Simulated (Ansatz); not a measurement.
CH₃BI (`C[B]I`) radical at its PBE0-D4/def2-TZVP geometry, where that method's forces vanish. Charge 0, multiplicity 2. I takes the def2 core potential.

```xyz
6

C    -0.0782   -0.3288   -0.4952
B     0.5705   -0.0582    0.8760
I     0.3442    1.6480    2.0813
H    -1.0553   -0.7883   -0.2870
H    -0.2667    0.5754   -1.0815
H     0.4854   -1.0482   -1.0936
```

(1) What forces (eV/Å) does ωB97M-V/def2-TZVPP give on these atoms in Ansatz 0.2.0? (Estimate.)

## Answers

(1) Computed: 
```
C1  -0.034 -0.055 -0.086
B2   0.006  0.032  0.018
I3  -0.007 -0.024 -0.022
H4   0.066  0.032 -0.005
H5   0.028 -0.047  0.050
H6  -0.059  0.064  0.044
```
